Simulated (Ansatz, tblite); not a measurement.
Cost and result up the ladder for Si(vinyl)(OMe)3 (C₅H₁₂O₃Si) (21 atoms). Total charge 0; singlet. Geometry: PBE-D4/def2-SVP.

| atom | x (Å) | y (Å) | z (Å) |
| --- | --- | --- | --- |
| Si1 | -0.196 | -0.061 | -0.106 |
| C2 | -0.988 | -1.545 | 0.687 |
| C3 | -0.753 | -2.812 | 0.287 |
| H4 | -1.682 | -1.379 | 1.533 |
| H5 | -0.069 | -3.024 | -0.552 |
| H6 | -1.233 | -3.681 | 0.770 |
| O7 | 0.804 | -0.658 | -1.296 |
| C8 | 1.452 | 0.152 | -2.263 |
| H9 | 0.736 | 0.832 | -2.775 |
| H10 | 1.917 | -0.508 | -3.023 |
| H11 | 2.253 | 0.776 | -1.807 |
| O12 | 0.604 | 0.874 | 1.034 |
| C13 | 1.549 | 0.370 | 1.957 |
| H14 | 1.164 | -0.511 | 2.522 |
| H15 | 1.793 | 1.168 | 2.690 |
| H16 | 2.495 | 0.061 | 1.457 |
| O17 | -1.254 | 0.998 | -0.838 |
| C18 | -1.990 | 2.021 | -0.194 |
| H19 | -2.916 | 1.622 | 0.281 |
| H20 | -2.297 | 2.771 | -0.952 |
| H21 | -1.390 | 2.535 | 0.589 |

Ansatz on 2 threads of AMD EPYC 7R13 on a shared host and a share (18 GiB) of an NVIDIA H100 80GB HBM3; xTB runs through tblite on one thread. Times are rough, summed over both states, and most runs start from the orbitals of an earlier one. PBE0-D4/def2-TZVP serves as the yardstick here, not as an exact answer. The other state is a triplet.

The xTB rows come from tblite.

xTB has no spin-polarisation term.

```tsv
level	functions	wall time	vertical triplet (eV)	difference from PBE0-D4/def2-TZVP (eV)
GFN2-xTB	53	0.03 s	4.75	0.78
GFN1-xTB	65	0.041 s	4.84	0.87
PBE-D4/def2-TZVP	357	26 s	4.12	0.15
r2SCAN-D4/def2-TZVP (with forces)	357	27 s	3.85	-0.13
PBE0-D4/def2-TZVP	357	31 s	3.97	0.00
```
